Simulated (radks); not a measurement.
Results of a calculation; reference values are marked as such.
Question: The mean radii <r> (bohr) of the occupied orbitals of an atom or ion are listed with their occupations. Level of theory: scalar-relativistic Kohn-Sham, r2SCAN, spin-polarised, spherical densities, finite nucleus; meta-GGA in the generalised Kohn-Sham scheme; Fermi nuclear charge, rms radius of each element as measured or else 0.836 A^(1/3) + 0.57 fm (a radial shooting solver on a logarithmic mesh with Libxc functionals).

orbital  occ.      <r>
1s up       1  0.01932
1s down     1  0.01932
2s up       1  0.08182
2s down     1  0.08182
2p up       3  0.07292
2p down     3  0.07292
3s down     1   0.2124
3s up       1   0.2124
3p up       3   0.2121
3p down     3   0.2121
3d up       5   0.1925
3d down     5   0.1925
4s up       1   0.4782
4s down     1   0.4782
4p up       3   0.5079
4p down     3   0.5078
4d up       5   0.5479
4d down     5   0.5478
5s up       1    1.170
5s down     1    1.170
5p up       3    1.378
5p down     3    1.371
4f up       7   0.7183
4f down     7   0.7158
6s up       1    3.073

Name the element and its charge. Open shells, if any, are filled with parallel spins first.

Answer: Z = 71, lutetium, charge +2: Lu2+ in [Xe] 4f14 6s1. The 1s radius gives Z: for a bare nucleus <r> = (2 gamma + 1)/(2Z) with gamma = sqrt(1 - (Z/c)^2), 0.01909 bohr for Z = 71, and screening makes it slightly larger (0.01932 here). The occupations add up to 69, and the charge is Z minus that.
